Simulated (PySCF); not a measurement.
bromo(trichloro)methane (CBrCl3), SMILES ClC(Br)(Cl)Cl. Atoms are numbered in the order given.

```xyz
5

Cl    -1.4588     0.8422     1.0117
C      0.0000     0.0000     0.4276
Cl     0.0000    -1.6845     1.0117
Cl     1.4588     0.8422     1.0117
Br     0.0000     0.0000    -1.5475
```
Charge 0, spin multiplicity 1.

Geometry optimised at PBE-D3(BJ)/def2-SVP.

Two levels are set side by side: PBE/pcSseg-1 (PySCF) and KT2/pcSseg-1 (PySCF). GIAO shifts against HCl (³⁵Cl), TMS (¹³C) at the same level; non-relativistic, no solvent, atoms listed together averaged. Without spin–orbit terms, shifts of atoms bonded to Cl or Br come out too high at both levels. Differences are taken from unrounded values.

```tsv
quantity	KT2
δ(³⁵Cl) of Cl1, Cl3, Cl4 (ppm)	742.5
δ(¹³C) of C2 (ppm)	147.3
```

Question: What does PBE give, and how far is it from KT2? (An estimate is asked for; the answer gives what the named calculation found.)

Answer: 
| quantity | PBE | PBE minus KT2 |
|---|---|---|
| δ(³⁵Cl) of Cl1, Cl3, Cl4 (ppm) | 734.3 | -8.2 |
| δ(¹³C) of C2 (ppm) | 154.2 | 6.9 |

Rough cost on one machine, each run with all the roots and properties that it gave: KT2 against PBE within a factor of 2.
